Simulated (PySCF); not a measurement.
## Radial density of Pd⁻ (palladium, charge -1)

UHF, [Kr] 4d10 5s1, 2S determinant. Calculation: PySCF 2.14, in def2-QZVPPD with the def2 core potential (28 electrons) (7s5p4d4f2g, 88 functions); scalar relativity through the core potential. This is the valence pseudo-density: the core potential removes the inner electrons and smooths the orbitals near the nucleus.

```json
{"r (bohr)": "0.0501", "4πr²ρ (e/bohr)": "3.446e-05", "4πr²(ρα − ρβ)": "0.0000"}
{"r (bohr)": "0.0843", "4πr²ρ (e/bohr)": "0.0002259", "4πr²(ρα − ρβ)": "0.0000"}
{"r (bohr)": "0.142", "4πr²ρ (e/bohr)": "0.002462", "4πr²(ρα − ρβ)": "0.0000"}
{"r (bohr)": "0.239", "4πr²ρ (e/bohr)": "0.03880", "4πr²(ρα − ρβ)": "-0.0003"}
{"r (bohr)": "0.401", "4πr²ρ (e/bohr)": "0.9342", "4πr²(ρα − ρβ)": "-0.0038"}
{"r (bohr)": "0.675", "4πr²ρ (e/bohr)": "10.94", "4πr²(ρα − ρβ)": "-0.0348"}
{"r (bohr)": "1.14", "4πr²ρ (e/bohr)": "14.93", "4πr²(ρα − ρβ)": "-0.0877"}
{"r (bohr)": "1.91", "4πr²ρ (e/bohr)": "4.158", "4πr²(ρα − ρβ)": "0.0858"}
{"r (bohr)": "3.21", "4πr²ρ (e/bohr)": "0.7737", "4πr²(ρα − ρβ)": "0.2106"}
{"r (bohr)": "5.40", "4πr²ρ (e/bohr)": "0.2227", "4πr²(ρα − ρβ)": "0.1944"}
{"r (bohr)": "9.09", "4πr²ρ (e/bohr)": "0.01679", "4πr²(ρα − ρβ)": "0.0168"}
```

Energies and moments cover only the electrons outside the core potential. At UHF the highest occupied level has a positive energy, so only the finite basis holds that electron.

(1) Where is the radial spin density 4πr²(ρα − ρβ) most negative, and why is it negative at all?

## Answers

(1) Around r = 1.14 bohr, down to -0.0877 e/bohr: exchange with the open shell polarises the paired shells in an unrestricted calculation.
